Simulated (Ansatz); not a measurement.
Relaxation of H3ISSi (6 atoms, charge 0, multiplicity 1), to a largest force component of 0.02 eV/Å in at most 50 steps.

Theory: Ansatz 0.2.0, RHF/def2-SVP.

```xyz
6
Properties=species:S:1:pos:R:3:forces:R:3
S -0.985 -1.436 -0.106 -0.41 0.24 -0.66
Si 0.458 0.083 0.289 0.58 -0.25 -0.31
I -0.622 2.293 0.213 0.11 0.12 0.03
H -1.367 -0.859 -1.286 0.18 -0.48 0.70
H 1.506 0.000 -0.781 -0.29 0.31 0.42
H 1.053 -0.145 1.626 -0.16 0.06 -0.18
```

Problem. Where does it end, and by what steps?

Solution. The forces met the threshold. After 6 steps the energy has fallen by 0.064 eV; H4 moved furthest, 0.19 Å.

| step | energy less start (eV) | largest force component (eV/Å) | accepted |
| --- | --- | --- | --- |
| 0 | 0.0000 | 0.698 | yes |
| 1 | -0.0243 | 0.453 | yes |
| 2 | -0.0593 | 0.230 | yes |
| 3 | -0.0573 | 0.209 | no |
| 4 | -0.0634 | 0.029 | yes |
| 5 | -0.0637 | 0.029 | yes |
| 6 | -0.0640 | 0.005 | yes |

```xyz
6
Properties=species:S:1:pos:R:3
S -1.029 -1.417 -0.078
Si 0.443 0.098 0.262
I -0.505 2.378 0.277
H -1.349 -1.046 -1.321
H 1.480 0.094 -0.781
H 1.003 -0.171 1.594
```

Whether the end is a true minimum wasn't checked by a vibrational analysis.

Run time: 14 s on 1 thread of Arm Neoverse V1, with other jobs on the host, peak memory 0.15 GiB.
